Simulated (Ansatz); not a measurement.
# singlet C₁₀H₁₆: levels of theory in one basis

```xyz
26

C     0.8867    0.8867    0.8867
C     0.8867   -0.8867   -0.8867
C    -0.8867    0.8867   -0.8867
C    -0.8867   -0.8867    0.8867
C     1.7695    0.0000    0.0000
C    -1.7695    0.0000    0.0000
C     0.0000    1.7695    0.0000
C     0.0000   -1.7695    0.0000
C     0.0000    0.0000    1.7695
C     0.0000    0.0000   -1.7695
H     1.5237    1.5237    1.5237
H     1.5237   -1.5237   -1.5237
H    -1.5237    1.5237   -1.5237
H    -1.5237   -1.5237    1.5237
H     2.4281   -0.6264    0.6264
H     2.4281    0.6264   -0.6264
H    -2.4281   -0.6264   -0.6264
H    -2.4281    0.6264    0.6264
H     0.6264    2.4281   -0.6264
H    -0.6264    2.4281    0.6264
H     0.6264   -2.4281    0.6264
H    -0.6264   -2.4281   -0.6264
H    -0.6264    0.6264    2.4281
H     0.6264   -0.6264    2.4281
H    -0.6264   -0.6264   -2.4281
H     0.6264    0.6264   -2.4281
```

Basis set: def2-SVP (spherical functions). Correlated methods keep 10 orbitals frozen. Charge 0, multiplicity 1.

Computed with Ansatz (development build ahead of 0.2.0); each method stands on the lowest determinant of its kind that the runs found.

| method | E − E(RHF) (eV) | <S²> of the determinant |
| --- | --- | --- |
| RHF | 0.00 | – |

What does RHF-MP2 give on the same scale?

-38.23 eV.

Is a single determinant a sound starting point here?

By this sign, yes. Unrestricted orbitals gain 0.00 eV and <S²> is 0.00 against 0.00 for a pure state.
